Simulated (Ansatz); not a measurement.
Mulliken charges of CHClNOSn, SMILES `O=C=[N][SnH][Cl]` radical from ωB97M-V/def2-TZVPP in Ansatz (PBE0-D4/def2-TZVP geometry).

```
atom   x (Å)   y (Å)   z (Å)  charge (e)
  O1   1.190  -2.268  -1.256      -0.236
  C2   0.629  -1.545  -0.535       0.314
  N3   0.010  -0.853   0.234      -0.454
 Sn4   0.024   1.092   0.801       0.753
 Cl5  -0.470   2.285  -1.149      -0.327
  H6  -1.340   1.225   1.858      -0.051
```

Question: By hand: the dipole of these point charges (1 e Å = 4.8032 D).

Answer: Σ q r = (0.152, 0.450, 0.906) e Å, of length 1.023 e Å = 4.91 D.

Question: How does the dipole of the full density compare? (Best estimate.)

Answer: The calculation gave: (0.057, 0.321, 0.624) e Å, 3.38 D; the point charges give 1.45 times that, at 4° from its direction.

Point charges leave out the atoms' own dipoles, such as those of lone pairs, and Mulliken's split depends on the basis, so the two needn't agree.
